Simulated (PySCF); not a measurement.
**Correlation energy of Bi⁺ (bismuth, charge +1)**

[Xe] 4f14 5d10 6s1 6p2 7s1, high-spin 5P determinant (an excited configuration). All numbers are calculated (PySCF 2.14, a scalar-relativistic core potential, in aug-cc-pwCVTZ-PP with ECP60MDF (8s7p6d4f1g, 96 functions)). Frozen: 5s2 5p6 5d10; 4 electrons correlated.

```tsv
level	correlation energy (mhartree)
CCSD	-19.22
(T)	-0.27
CCSD(T)	-19.49
```

Diagnostics: T1 = 0.0089, D1 = 0.0242, largest double amplitude 0.034.

Question: Is a single reference adequate?

Answer: Yes, within this model without spin-orbit coupling: T1 lies below 0.03 and no double amplitude reaches 0.07.

Spin-orbit coupling is strong in this species, so the high-spin LS determinant is a model state.
